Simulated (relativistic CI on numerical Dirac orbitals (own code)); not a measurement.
## Cubic crystal-field splitting of Ce³⁺ by operator equivalents

Problem. Ce³⁺ (4f) sits in a cubic field with the Wybourne parameters B⁴₀ = 630 and B⁶₀ = 640 cm⁻¹. Find the levels of its ground J multiplet, neglecting the mixing with the other J.

Working.
1. One f electron has the ground level ²F5/2 with g_J = 6/7 and the Stevens factor β = 2/315. Rank 6 cannot act within J = 5/2.
2. Stevens form: B₄ = β B⁴₀/8 = 0.5000 cm⁻¹, in H = B₄(O₄⁰ + 5O₄⁴).
3. The eigenvalues of O₄⁰ + 5O₄⁴ for J = 5/2 are −240 (Γ7 doublet) and +120 (Γ8 quartet): E(Γ7) = -120.0, E(Γ8) = 60.0 cm⁻¹.
4. Order and energies above the lowest: Γ7 0.0, Γ8 180.0 cm⁻¹. A Γ7 ground doublet has the isotropic |g| = 1.429.

Check. Diagonalising spin-orbit coupling (free-ion gap 2139 cm⁻¹, from a Dirac-Coulomb-Breit calculation) and field together in all 14 states gives Γ7 0.0, Γ8 163.8 cm⁻¹, with |g| = 1.510. The other multiplet starts at 2214 cm⁻¹; the differences from the hand values come from J mixing and grow with the ratio of the field to that gap.
